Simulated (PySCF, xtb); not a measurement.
C₂H₈BP, SMILES PB(C)C. One conformer was computed; it need not be the lowest.

Harmonic wavenumbers (cm⁻¹) from GFN2-xTB (xtb) at its own minimum, in rising order: 46, 95, 184, 229, 264, 295, 528, 617, 722, 735, 836, 855, 869, 1071, 1140, 1151, 1383, 1389, 1479, 1481, 1487, 1491, 2308, 2399, 2985, 2988, 3014, 3018, 3024, 3026.

Problem. What does PBE-D3(BJ)/def2-SVP (PySCF 2.14.0) give at its own minimum? (Estimate from the structure and the level; the computed values follow.)

Solution. 68, 112, 210, 258, 272, 328, 486, 546, 675, 699, 788, 822, 850, 1039, 1087, 1124, 1252, 1273, 1363, 1372, 1392, 1398, 2350, 2374, 2946, 2951, 3021, 3025, 3067, 3070. Paired by order, the mean absolute difference is 48 cm⁻¹ and the zero-point energies are 58.8 and 57.5 kcal/mol.
